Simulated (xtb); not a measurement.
CH₃Cl₃Sn, charge -1, doublet, geometry from GFN2-xTB (such geometries of metal compounds can be far from the true shape) (a state made from the parent by changing its charge; the spin is typed, not shown lowest); GFN2-xTB (xtb 6.7.1).

Here is a job for xtb.
```
$ xtb mol.xyz --gfn 2 --chrg -1 --uhf 1 --acc 0.1 --json

# file mol.xyz
8

C     -2.80617644    -0.40162275     0.12082347
Sn    -0.24461394    -0.03500939     0.01053216
Cl     0.89982516    -1.44031537    -1.75298602
Cl     0.41061725     2.34994459    -0.51604998
Cl     0.94662883    -0.58659495     2.17185494
H     -2.94846383    -1.38425721     0.54586184
H     -3.19286124     0.38524350     0.75152957
H     -3.16113030    -0.33236290    -0.89686246
```

The log (banner, timings and long lists left out):

```
   ID    Z sym.   atoms
    1    6 C      1
    2   50 Sn     2
    3   17 Cl     3-5
    4    1 H      6-8

           -------------------------------------------------
          |                Calculation Setup                |
           -------------------------------------------------

molecular fragmentation (1/2 indicates fragments):
11112111
# atoms in fragment 1/2:     7     1
 fragment masses (1/2) :      204.65       35.45
CMA distance (Bohr)    :   5.389
constraining FC (au)   :  0.0500

           -------------------------------------------------
          |                 G F N 2 - x T B                 |
           -------------------------------------------------

          ...................................................
          :                      SETUP                      :
          :.................................................:
          :  # basis functions                  47          :
          :  # atomic orbitals                  43          :
          :  # shells                           17          :
          :  # electrons                        33          :
          :  max. iterations                   250          :
          :  Hamiltonian                  GFN2-xTB          :
          :  restarted?                      false          :
          :  GBSA solvation                  false          :
          :  PC potential                    false          :
          :  electronic temp.          300.0000000     K    :
          :  accuracy                    0.1000000          :
          :  -> integral cutoff          0.3500000E+02      :
          :  -> integral neglect         0.1000000E-08      :
          :  -> SCF convergence          0.1000000E-06 Eh   :
          :  -> wf. convergence          0.1000000E-04 e    :
          :  Broyden damping             0.4000000          :
          :  net charge                         -1          :
          :  unpaired electrons                  1          :
          ...................................................

 iter      E             dE          RMSdq      gap      omega  full diag
   1    -19.6942937 -0.196943E+02  0.775E+00    3.11       0.0  T
   2    -19.7180129 -0.237192E-01  0.901E+00    6.43       1.0  T
   3    -19.8587811 -0.140768E+00  0.331E+00    5.21       1.0  T
   4    -19.7979699  0.608112E-01  0.481E+00    6.28       1.0  T
   5    -19.8612882 -0.633183E-01  0.489E-01    5.58       1.0  T
[...]
         :: total energy             -19.806067059345 Eh    ::
[...]
     2  50 Sn       2.900     0.494   368.867    37.911
     3  17 Cl       0.776    -0.452   113.855    16.322
     4  17 Cl       0.776    -0.452   113.855    16.322
     5  17 Cl       0.776    -0.452   113.855    16.322
     6   1 H        0.926     0.014     2.825     2.629
     7   1 H        0.926     0.014     2.825     2.629
     8   1 H        0.926     0.014     2.825     2.629

 Mol. C6AA /au·bohr⁶  :       3767.942452
 Mol. C8AA /au·bohr⁸  :     217135.544170
 Mol. α(0) /au        :        103.318205

Wiberg/Mayer (AO) data.
largest (>0.10) Wiberg bond orders for each atom

 ---------------------------------------------------------------------------
     #   Z sym  total        # sym  WBO       # sym  WBO       # sym  WBO
 ---------------------------------------------------------------------------
     1   6 C    3.651 --     6 H    0.983     7 H    0.983     8 H    0.983
                             2 Sn   0.379     4 Cl   0.108     3 Cl   0.108
                             5 Cl   0.108
     2  50 Sn   2.673 --     3 Cl   0.751     5 Cl   0.751     4 Cl   0.751
                             1 C    0.379
     3  17 Cl   0.941 --     2 Sn   0.751     1 C    0.108
     4  17 Cl   0.941 --     2 Sn   0.751     1 C    0.108
     5  17 Cl   0.941 --     2 Sn   0.751     1 C    0.108
     6   1 H    1.000 --     1 C    0.983
     7   1 H    1.000 --     1 C    0.983
     8   1 H    1.000 --     1 C    0.983
 ---------------------------------------------------------------------------

Topologies differ in total number of bonds
Writing topology from bond orders to xtbtopo.mol

molecular dipole:
                 x           y           z       tot (Debye)
 q only:       -1.450      -0.208       0.062
   full:       -1.876      -0.268       0.081       4.821
molecular quadrupole (traceless):
                xx          xy          yy          xz          yz          zz
 q only:        6.343       1.377      -3.082      -0.414      -0.059      -3.261
  q+dip:       10.745       2.333      -5.221      -0.702      -0.100      -5.524
   full:       11.209       2.433      -5.446      -0.732      -0.105      -5.763

           -------------------------------------------------
          | TOTAL ENERGY              -19.806067059345 Eh   |
          | GRADIENT NORM               0.000018979892 Eh/α |
          | HOMO-LUMO GAP               5.614502716164 eV   |
           -------------------------------------------------

normal termination of xtb
```
